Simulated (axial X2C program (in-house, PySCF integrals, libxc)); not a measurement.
## RuCl: the levels of the configuration d6 s1 p(π)0

Computed with an in-house all-electron X2C program for linear molecules (integrals from PySCF): two-component X2C with atomic mean-field Coulomb and Gaunt terms, basis Ru dyall-v3z, Cl dyall-av3z (cores contracted in-house). Orbitals come from Hartree–Fock averaged over the configuration Ru d6 s1 p(π)0; CI then distributes these electrons over the d, s, p(π) shells of Ru.

R = 2.385 Å (near the minimum of the configuration average).

Active spinors (ω > 0):

```tsv
shell	ω	ε (eV)	character
d	3/2	-8.77	100% Ru d
d	5/2	-8.49	100% Ru d
d	1/2	-8.23	94% Ru d, 3% Cl p
d	3/2	-8.03	95% Ru d, 3% Cl p
d	1/2	-7.63	86% Ru d, 6% Cl p, 5% Ru s
s	1/2	-3.42	59% Ru s, 30% Ru p, 6% Cl p
p(π)	1/2	1.35	87% Ru p, 6% Ru d, 4% Cl d
p(π)	3/2	1.38	87% Ru p, 6% Ru d, 4% Cl d
```

Lowest levels of this model:

```json
{"Ω": "9/2", "energy (cm⁻¹)": "0", "g∥": "13.99", "μ (D)": "-2.59", "configuration": "100% d6 s1"}
{"Ω": "7/2", "energy (cm⁻¹)": "335", "g∥": "10.03", "μ (D)": "-2.59", "configuration": "100% d6 s1"}
{"Ω": "5/2", "energy (cm⁻¹)": "678", "g∥": "6.05", "μ (D)": "-2.59", "configuration": "100% d6 s1"}
{"Ω": "3/2", "energy (cm⁻¹)": "1029", "g∥": "2.07", "μ (D)": "-2.59", "configuration": "100% d6 s1"}
{"Ω": "1/2", "energy (cm⁻¹)": "1390", "g∥": "1.93", "μ (D)": "-2.60", "configuration": "100% d6 s1"}
{"Ω": "1/2", "energy (cm⁻¹)": "1764", "g∥": "5.94", "μ (D)": "-2.60", "configuration": "100% d6 s1"}
{"Ω": "7/2", "energy (cm⁻¹)": "3991", "g∥": "11.96", "μ (D)": "-2.83", "configuration": "100% d6 s1"}
{"Ω": "5/2", "energy (cm⁻¹)": "4095", "g∥": "8.02", "μ (D)": "-2.84", "configuration": "100% d6 s1"}
{"Ω": "3/2", "energy (cm⁻¹)": "4178", "g∥": "4.39", "μ (D)": "-2.85", "configuration": "99% d6 s1"}
{"Ω": "1/2", "energy (cm⁻¹)": "4230", "g∥": "1.32", "μ (D)": "-2.87", "configuration": "99% d6 s1"}
{"Ω": "1/2", "energy (cm⁻¹)": "4692", "g∥": "2.65", "μ (D)": "-2.83", "configuration": "100% d6 s1"}
{"Ω": "3/2", "energy (cm⁻¹)": "4766", "g∥": "7.53", "μ (D)": "-2.86", "configuration": "99% d6 s1"}
{"Ω": "5/2", "energy (cm⁻¹)": "6568", "g∥": "9.87", "μ (D)": "-3.01", "configuration": "98% d6 s1"}
{"Ω": "3/2", "energy (cm⁻¹)": "6716", "g∥": "5.96", "μ (D)": "-2.97", "configuration": "99% d6 s1"}
{"Ω": "7/2", "energy (cm⁻¹)": "8692", "g∥": "9.95", "μ (D)": "-4.58", "configuration": "57% d6 s1 + 42% d7"}
{"Ω": "5/2", "energy (cm⁻¹)": "8943", "g∥": "6.41", "μ (D)": "-4.76", "configuration": "51% d6 s1 + 47% d7"}
{"Ω": "9/2", "energy (cm⁻¹)": "10688", "g∥": "11.99", "μ (D)": "-5.78", "configuration": "87% d7 + 7% d6 s1"}
{"Ω": "7/2", "energy (cm⁻¹)": "11471", "g∥": "8.08", "μ (D)": "-5.68", "configuration": "84% d7 + 10% d6 s1"}
{"Ω": "9/2", "energy (cm⁻¹)": "17068", "g∥": "11.95", "μ (D)": "-2.60", "configuration": "94% d6 s1 + 5% d7"}
{"Ω": "11/2", "energy (cm⁻¹)": "19695", "g∥": "13.96", "μ (D)": "-2.62", "configuration": "100% d6 s1"}
{"Ω": "9/2", "energy (cm⁻¹)": "20109", "g∥": "10.06", "μ (D)": "-2.64", "configuration": "99% d6 s1"}
{"Ω": "13/2", "energy (cm⁻¹)": "22086", "g∥": "15.99", "μ (D)": "-2.83", "configuration": "100% d6 s1"}
{"Ω": "11/2", "energy (cm⁻¹)": "22348", "g∥": "12.13", "μ (D)": "-2.84", "configuration": "100% d6 s1"}
{"Ω": "11/2", "energy (cm⁻¹)": "23623", "g∥": "12.10", "μ (D)": "-4.83", "configuration": "50% d6 s1 + 47% d7"}
```

g∥ is the magnitude of 2⟨Lz + ge Sz⟩ for the +Ω component. μ is positive if the Cl end is positive.

Problem. From Ω and g∥ of the lowest level, whose 2⟨Lz + ge Sz⟩ is positive, find ⟨Sz⟩ and ⟨Lz⟩ (ge = 2.0023).

Solution. Ω = ⟨Lz⟩ + ⟨Sz⟩ = 9/2 and ⟨Lz⟩ + ge⟨Sz⟩ = 6.995, so ⟨Sz⟩ = 2.49 and ⟨Lz⟩ = 2.01.

Occupations of the active spinors in the lowest level by ω, shell by shell in order of energy: -5/2: 0.00; -3/2: 0.98 0.02 0.00; -1/2: 0.96 0.04 0.00 0.00; 1/2: 0.10 0.90 1.00 0.00; 3/2: 1.00 1.00 0.00; 5/2: 1.00. The leading determinant has weight 0.84 among 463.

This point took 2.6 s on 1 thread of Arm Neoverse V1 (shared host).

Dynamic correlation is missing, so gaps between terms are too wide and other configurations may lie lower; the lowest level listed is that of this model, not necessarily the ground state. For d shells the ligand-field splittings (σ, π, δ) and their order can be off by a thousand cm⁻¹ or more. At most 4 roots were kept for each Ω > 0 (twice that for Ω = 0) within 3.2 eV of the lowest, so higher up levels can be missing between those listed; levels with Ω > 0 are doubly degenerate and listed once, Ω = 0 levels singly. States that fill the shells left empty in the average are placed too high.
